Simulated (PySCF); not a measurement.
B(H)(Me)(SeH) (CH5BSe), SMILES CB[SeH].

The structure is a stationary point at PBE0-D3(BJ)/def2-SVP. Other conformers were not sampled.

The numbers are results of PBE0-D3(BJ)/def2-SVP in PySCF, not measurements.

Frequencies are harmonic and unscaled.

```
mode  ν (cm⁻¹)  IR (km/mol)  moving atoms (share of kinetic energy)
----  --------  -----------  --------------------------------------
1          127          1.7                          H 89 %, B 10 %
2          243          1.1         C 37 %, H 29 %, B 19 %, Se 15 %
3          401          6.9                                  H 94 %
4          611          6.4         B 46 %, H 30 %, C 12 %, Se 12 %
5          696          0.2                                  H 92 %
6          729          4.9                                  H 96 %
7          843         13.1                  H 73 %, B 14 %, C 10 %
8          872         15.0                  H 56 %, B 30 %, C 14 %
9         1036          3.2                  H 51 %, B 28 %, C 21 %
10        1137        149.9                          H 52 %, B 43 %
11        1313         69.7                          H 69 %, C 26 %
12        1427          5.4                                  H 96 %
13        1430          7.9                                  H 92 %
14        2456         12.3                                  H 99 %
15        2634        100.0                           H 91 %, B 9 %
16        3042          0.4                                  H 97 %
17        3121          1.7                           H 91 %, C 9 %
18        3159          8.5                           H 91 %, C 9 %
```
